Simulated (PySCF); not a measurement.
# ORD: `C[C@@H](F)[C@@H]1CSC[Se]1`, C₅H₉FSSe

Molfile (atoms numbered from 1):
```
C5H9FSSe
     RDKit          3D

 17 17  0  0  0  0  0  0  0  0999 V2000
   -2.1972   -1.0457    0.3107 C   0  0  0  0  0  0  0  0  0  0  0  0
   -1.1963   -0.0629   -0.2687 C   0  0  1  0  0  0  0  0  0  0  0  0
   -1.8869    1.0551   -0.7153 F   0  0  0  0  0  0  0  0  0  0  0  0
   -0.1590    0.4196    0.7448 C   0  0  2  0  0  0  0  0  0  0  0  0
    0.8071    1.4238    0.1352 C   0  0  0  0  0  0  0  0  0  0  0  0
    2.0160    0.5437   -0.8956 S   0  0  0  0  0  0  0  0  0  0  0  0
    2.5339   -0.5098    0.4660 C   0  0  0  0  0  0  0  0  0  0  0  0
    0.9072   -1.1228    1.4227 Se  0  0  0  0  0  2  0  0  0  0  0  0
   -1.6872   -1.9535    0.6249 H   0  0  0  0  0  0  0  0  0  0  0  0
   -2.7001   -0.6016    1.1672 H   0  0  0  0  0  0  0  0  0  0  0  0
   -2.9403   -1.2983   -0.4410 H   0  0  0  0  0  0  0  0  0  0  0  0
   -0.6952   -0.4763   -1.1540 H   0  0  0  0  0  0  0  0  0  0  0  0
   -0.6728    0.8658    1.6026 H   0  0  0  0  0  0  0  0  0  0  0  0
    1.3544    1.9677    0.9069 H   0  0  0  0  0  0  0  0  0  0  0  0
    0.2799    2.1297   -0.5053 H   0  0  0  0  0  0  0  0  0  0  0  0
    3.0687   -1.3738    0.0783 H   0  0  0  0  0  0  0  0  0  0  0  0
    3.1608    0.0511    1.1603 H   0  0  0  0  0  0  0  0  0  0  0  0
  1  2  1  0
  2  3  1  0
  2  4  1  0
  4  5  1  0
  5  6  1  0
  6  7  1  0
  7  8  1  0
  8  4  1  0
  1  9  1  0
  1 10  1  0
  1 11  1  0
  2 12  1  6
  4 13  1  1
  5 14  1  0
  5 15  1  0
  7 16  1  0
  7 17  1  0
M  END
```

Computed, not measured: TDDFT CAM-B3LYP/def2-SVPD circular dichroism and optical rotation, one conformer, gas phase in PySCF 2.14.0. Geometry: GFN2-xTB.

The molecule is flexible and this is one conformer; a measurement averages over conformers. The calculation is non-relativistic, which matters for the atoms heavier than Zn.

Stereocentres: C2 R, C4 R.

Question: Give the optical rotatory dispersion at 633, 589.3, 546, 436, 405, 365, 355 nm.

Answer: [α] in deg dm⁻¹ (g/mL)⁻¹:
| λ (nm) | origin-invariant length gauge | modified velocity gauge | length gauge (centre of mass) | isotropic polarisability (au) |
| --- | --- | --- | --- | --- |
| 633 | +123.0 | +125.8 | +122.8 | 106.4 |
| 589.3 | +146.5 | +150.1 | +146.4 | 106.9 |
| 546 | +177.9 | +182.5 | +177.7 | 107.4 |
| 436 | +339.1 | +349.8 | +339.0 | 109.7 |
| 405 | +437.4 | +451.9 | +437.4 | 110.8 |
| 365 | +678.8 | +701.9 | +679.0 | 112.7 |
| 355 | +784.5 | +810.6 | +784.7 | 113.3 |

Question: And for the mirror image at 589.3 nm?

Answer: -146.5 deg dm⁻¹ (g/mL)⁻¹ (origin-invariant length gauge): the same size and the opposite sign.

Question: What is the molar rotation [Φ] = [α]·M/100 of the geometry above at 589.3 nm?

Answer: With M = 199.16 g/mol, +291.8 deg cm² dmol⁻¹ (origin-invariant length gauge).

The first excitation lies at 4.37 eV (284 nm) with R = +14.6 × 10⁻⁴⁰ esu² cm² (velocity form).
